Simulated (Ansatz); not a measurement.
Basis sets compared for Te₄Pb₂. The state is a singlet with charge 0. Geometry PBE-D4/def2-SVP. Ansatz on 4 threads of Arm Neoverse V1 on a shared host; times are rough, and most runs start from earlier orbitals.

```xyz
6

Pb    0.472    0.079   -2.312
Pb    1.277   -0.496    1.923
Te    1.191    1.949    0.137
Te   -2.101   -0.712   -1.204
Te   -0.906    1.429    1.873
Te    0.067   -2.249   -0.416
```

In the def2 sets Pb, Te take a core potential; there is no spin–orbit coupling. HSE06 is defined as in plane-wave codes, on full-range PBE exchange. The structure comes from a short search, and lower isomers may exist.

Binding counts from free atoms (Pb triplet, Te triplet) in the same basis, without a counterpoise term.

```
                          level  functions  energy (Eh)  HOMO (eV)  LUMO (eV)  binding per atom (eV)  wall time
                PBE-D4/def2-SVP        156   -1458.1462      -4.68      -2.96                   2.60      3.2 s
               PBE-D4/def2-TZVP        300   -1458.2028      -4.73      -2.98                   2.63      7.5 s
               PBE0-D4/def2-SVP        156   -1458.1427      -5.54      -2.31                   2.42        7 s
PBE0-D4/def2-TZVP (with forces)        300   -1458.1950      -5.56      -2.31                   2.46       27 s
             HSE06-D4/def2-TZVP        300   -1458.1891      -5.20      -2.67                   2.47       19 s
```

(1) Estimate the rows for PBE-D4/def2-TZVPD, PBE0-D4/def2-TZVPD, HSE06-D4/def2-TZVPD.

Results:

(1) 
```json
{"level": "PBE-D4/def2-TZVPD", "functions": "348", "energy (Eh)": "-1458.2039", "HOMO (eV)": "-4.75", "LUMO (eV)": "-3.01", "binding per atom (eV)": "2.64", "wall time": "12 s"}
{"level": "PBE0-D4/def2-TZVPD", "functions": "348", "energy (Eh)": "-1458.1960", "HOMO (eV)": "-5.57", "LUMO (eV)": "-2.33", "binding per atom (eV)": "2.46", "wall time": "26 s"}
{"level": "HSE06-D4/def2-TZVPD", "functions": "348", "energy (Eh)": "-1458.1901", "HOMO (eV)": "-5.21", "LUMO (eV)": "-2.69", "binding per atom (eV)": "2.47", "wall time": "28 s"}
```
